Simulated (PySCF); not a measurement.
3-bromobuta-1,2-diene (C4H5Br), SMILES C=C=C(C)Br. Atoms are numbered in the order given.

```xyz
10

C     -0.9564    -2.7271     0.0000
C     -0.2235    -1.6415     0.0000
C      0.5188    -0.5657     0.0000
C      2.0170    -0.4975     0.0000
Br    -0.3652     1.1548     0.0000
H     -1.2781    -3.1999    -0.9357
H     -1.2781    -3.1999     0.9357
H      2.3805     0.0428    -0.8887
H      2.3805     0.0428     0.8887
H      2.4426    -1.5116     0.0000
```
Charge 0, spin multiplicity 1.

The structure is a stationary point at B3LYP-D3(BJ)/def2-SVP.

The numbers are results of CAM-B3LYP/def2-TZVP run with PySCF, not measurements.

Isolated molecule, no solvent.

```yaml
total_energy: -2729.61666 hartree
point_group: Cs
highest_occupied_level: -8.37 eV
lowest_empty_level: 0.06 eV
orbital_gap: 8.44 eV
dipole_moment: 1.83 D
quadrupole, principal values (traceless, Buckingham form, about the centre of nuclear charge): -2.95, -1.08, 4.03 D·Å
mean_static_polarisability: 72.0 bohr³ (10.67 Å³)
polarisability_principal_values: 46.6, 63.7, 105.6 bohr³
```
